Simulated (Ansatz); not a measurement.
```yaml
crystal:
  periodic: [false, false, false]
  atoms:
    - {symbol: C, position_ang: [-1.051342, -3.244938, -1.345871]}
    - {symbol: C, position_ang: [-1.252757, -1.813638, -0.973316]}
    - {symbol: O, position_ang: [-2.280453, -1.210429, -1.017176]}
    - {symbol: O, position_ang: [-0.070834, -1.238811, -0.603995]}
    - {symbol: B, position_ang: [0.041159, -0.051154, 0.070706]}
    - {symbol: O, position_ang: [-0.884380, 0.275603, 1.027202]}
    - {symbol: C, position_ang: [-1.185430, 1.550004, 1.413233]}
    - {symbol: C, position_ang: [-1.939480, 1.548385, 2.701406]}
    - {symbol: O, position_ang: [-0.901739, 2.507980, 0.762270]}
    - {symbol: O, position_ang: [1.190151, 0.687345, -0.042069]}
    - {symbol: C, position_ang: [1.931162, 0.801009, -1.182986]}
    - {symbol: C, position_ang: [3.285315, 1.351930, -0.881752]}
    - {symbol: O, position_ang: [1.505770, 0.523242, -2.261804]}
    - {symbol: H, position_ang: [-0.325447, -3.306025, -2.159266]}
    - {symbol: H, position_ang: [-0.584740, -3.493275, -0.498496]}
    - {symbol: H, position_ang: [-0.634740, -3.793275, -0.498496]}
    - {symbol: H, position_ang: [-1.342812, 1.067992, 3.479524]}
    - {symbol: H, position_ang: [-2.851543, 0.959753, 2.583273]}
    - {symbol: H, position_ang: [-2.183707, 2.567968, 2.987323]}
    - {symbol: H, position_ang: [3.855985, 1.451718, -1.801167]}
    - {symbol: H, position_ang: [3.805124, 0.694962, -0.181400]}
    - {symbol: H, position_ang: [3.178205, 2.323602, -0.395329]}
basis:
  gaussian: {orbitals: def2-SVP}
magnetization: {spin_polarized: true, initial_magnetization: 0}
hamiltonian: {xc: {name: PBE0-DH}, pseudopotentials: {relativity: scalar}}
accuracy: high
scf: {lower_state_search: off}
```

```sh
$ ansatz run in.yaml --threads 4 --pin off --events-out ev --progress --plain --max-ram 46080MiB --backend cpu
```

It prints (some lines left out):

```
Functional definition: PBE0-DH
5526 factors; integrals over basis functions are off by at most 8.7e-8 eV
mean field evaluation 1: about -19263.2251 eV, gradient 5.7e1 eV
mean field evaluation 2: about -19263.4136 eV, gradient 5.7e1 eV
mean field evaluation 4: about -19275.0341 eV, gradient 1.1e1 eV
mean field evaluation 8: about -19275.5150 eV, gradient 8.5e-1 eV
mean field evaluation 16: about -19275.5185 eV, gradient 2.4e-4 eV
mean field -19275.51847151 eV, -708.3622384124 hartree, gradient 5.9e-8 eV, S^2 0.000000; 0 other end points of the search recorded, 0 dependent functions left out
13 core orbitals not correlated: weight in the atoms' cores, before any rotation towards them, 1.000 or more for the frozen orbitals, at most 0.000 for the correlated occupied ones
reference -19275.51847387 eV, -708.3622384990 hartree; 36, 36 occupied and 178, 178 virtual orbitals, 5526 factors
second order -65.74003261 eV of doubles, -0.00000000 eV of singles
Total energy: -19283.73597794 eV, -708.6642262037 hartree
Relativity: scalar
Checks for a lower state left out: stability, starts, cluster_reference, orbital_swaps, neighbouring_geometries, increment
```

In this input one atom was put on top of another. The run converged. The result belongs to that input, not to the molecule as meant.
